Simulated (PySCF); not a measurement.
[CoCl4]2-: Co(II) (d7), charge -2. The structure is a PBE0-D3(BJ)/def2-TZVP, IEF-PCM water geometry optimised for multiplicity 4; coordination tetrahedral, point group Td, metal–donor distances 2.29 Å.

Method (PySCF 2.14, density fitting): CASSCF(7,5) with orbitals averaged over all microstates of the shell, strongly contracted NEVPT2 on the averaged canonical orbitals; basis x2c-TZVPall on the metal, x2c-SVPall elsewhere; spin-free X2C; IEF-PCM water; spin-orbit coupling by state interaction with the mean-field operator over all roots.

CASSCF energies above the lowest CASSCF root:

```csv
state,CASSCF / cm⁻¹
4A2,0
4T2,2402
4T1,4231
2E,19551
2T1,19698
2A1,19960
4T1,20579
2T2,21047
2T1,25241
2T2,25700
2E,26697
2T1,27319
2T1,27742
2T2,29317
2E,30311
2A2,43523
2T2,44148
2T1,44678
2E,67599
2T2,68414
```

Task: How does dynamic correlation (SC-NEVPT2) move these states?

Result: 
```json
{"state": "4A2", "NEVPT2 / cm⁻¹": "0", "shift / cm⁻¹": "0"}
{"state": "4T2", "NEVPT2 / cm⁻¹": "3390", "shift / cm⁻¹": "+988"}
{"state": "4T1", "NEVPT2 / cm⁻¹": "5946", "shift / cm⁻¹": "+1715"}
{"state": "2E", "NEVPT2 / cm⁻¹": "18432", "shift / cm⁻¹": "-1119"}
{"state": "2T1", "NEVPT2 / cm⁻¹": "18768", "shift / cm⁻¹": "-930"}
{"state": "2A1", "NEVPT2 / cm⁻¹": "19576", "shift / cm⁻¹": "-384"}
{"state": "4T1", "NEVPT2 / cm⁻¹": "18782", "shift / cm⁻¹": "-1797"}
{"state": "2T2", "NEVPT2 / cm⁻¹": "20857", "shift / cm⁻¹": "-191"}
{"state": "2T1", "NEVPT2 / cm⁻¹": "23332", "shift / cm⁻¹": "-1910"}
{"state": "2T2", "NEVPT2 / cm⁻¹": "24257", "shift / cm⁻¹": "-1443"}
{"state": "2E", "NEVPT2 / cm⁻¹": "25592", "shift / cm⁻¹": "-1105"}
{"state": "2T1", "NEVPT2 / cm⁻¹": "26409", "shift / cm⁻¹": "-911"}
{"state": "2T1", "NEVPT2 / cm⁻¹": "26865", "shift / cm⁻¹": "-878"}
{"state": "2T2", "NEVPT2 / cm⁻¹": "28003", "shift / cm⁻¹": "-1314"}
{"state": "2E", "NEVPT2 / cm⁻¹": "29945", "shift / cm⁻¹": "-366"}
{"state": "2A2", "NEVPT2 / cm⁻¹": "39048", "shift / cm⁻¹": "-4475"}
{"state": "2T2", "NEVPT2 / cm⁻¹": "39805", "shift / cm⁻¹": "-4343"}
{"state": "2T1", "NEVPT2 / cm⁻¹": "40723", "shift / cm⁻¹": "-3955"}
{"state": "2E", "NEVPT2 / cm⁻¹": "59413", "shift / cm⁻¹": "-8186"}
{"state": "2T2", "NEVPT2 / cm⁻¹": "60697", "shift / cm⁻¹": "-7716"}
```

No frequencies were computed for the optimised geometry. NEVPT2 lifts 4T2 from 2402 to 3390 cm⁻¹; on the d shell alone such lifts tend to overshoot. Gaps between spin states lean to high spin in this active space.
